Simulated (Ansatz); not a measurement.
```yaml
crystal:
  periodic: [false, false, false]
  atoms:
    - {symbol: C, position_ang: [0.143009, 0.369629, 1.553638]}
    - {symbol: C, position_ang: [0.026407, -1.081007, 1.428007]}
    - {symbol: In, position_ang: [-0.166869, -1.738821, -0.517462]}
    - {symbol: O, position_ang: [-0.158940, -0.276459, -1.767517]}
    - {symbol: Si, position_ang: [-0.051210, 1.261919, -1.930068]}
    - {symbol: H, position_ang: [0.981140, 0.741954, 1.045119]}
    - {symbol: H, position_ang: [0.236166, 0.655535, 2.560604]}
    - {symbol: H, position_ang: [-0.694694, 0.866432, 1.164804]}
    - {symbol: H, position_ang: [-0.804558, -1.445615, 1.956765]}
    - {symbol: H, position_ang: [0.863154, -1.569226, 1.833506]}
    - {symbol: H, position_ang: [-0.328928, -3.136655, -1.359865]}
    - {symbol: H, position_ang: [-0.122322, 1.626069, -3.311912]}
    - {symbol: H, position_ang: [-1.107448, 1.952019, -1.245305]}
    - {symbol: H, position_ang: [1.185095, 1.774225, -1.410323]}
basis:
  gaussian: {orbitals: def2-SVPD, fitting: {mean_field: cc-pVTZ-jkfit}, point_charges: [{charge: 2.00, position_ang: [5.378, -0.494, 0.350]}]}
hamiltonian: {xc: {name: wB97X}}
accuracy: high
```

```sh
$ ansatz run in.yaml --threads 2 --pin off --events-out ev --progress --plain --max-ram 32768MiB --backend cpu
```

Task: How does Ansatz answer? (Best estimate.)

Result: Ansatz gave: The program refused the input.
```
Functional definition: wB97X
Error: <dir> the basis set cc-pVTZ-JKFIT has no functions for In
```
